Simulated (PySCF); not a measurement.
## [Eu(H2O)2]3+: from a saddle point downhill

PySCF 2.14.0, RKS PBE0, Eu lcecp-1-SVP with ECP52, O def2-SVP, H def2-SVP; non-relativistic Hamiltonian with scalar-relativistic core potentials where named; density fitting; no spin-orbit coupling. Relaxed within the symmetry of its start, the geometry (D2d) is

```xyz
7

Eu    0.0000    0.0000    0.0000
O     0.0000    0.0000    2.2911
H     0.5453    0.5453    2.9158
H    -0.5453   -0.5453    2.9158
O     0.0000    0.0000   -2.2911
H     0.5453   -0.5453   -2.9158
H    -0.5453    0.5453   -2.9158
```

and its lowest harmonic modes are -67, -67, 150, 414, 414, 644 cm⁻¹ (negative: unstable). It was moved along the lowest mode and relaxed again.

Task: Where does it end, and how much lower?

Result: In C1, 0.216 eV lower, after 25 steps:
```xyz
7

Eu   -0.3584   -1.0582   -0.0134
O     0.0025    0.1557    1.8478
H     0.4458    1.0386    1.9442
H    -0.2309   -0.0732    2.7864
O     0.0988    0.1706   -1.8456
H     0.6314   -0.0926   -2.6424
H    -0.1994    1.0893   -2.0770
```

Task: How do the contacts change?

Result: 
| contact | saddle (Å) | end (Å) |
| --- | --- | --- |
| Eu1–O2 (H2O) | 2.291 | 2.251 |
| Eu1–O5 (H2O) | 2.291 | 2.253 |


Task: Is the end a minimum?

Result: Yes, as far as the noise of the softest modes lets one tell (those above −25 cm⁻¹ count as noise); lowest modes 28, 73, 125, 431, 433, 647 cm⁻¹.

An lcecp potential fixes the number of 4f electrons, so in runs with it no electron can move into or out of that shell.

State: singlet in the valence, with the 4f electrons in the core potential.
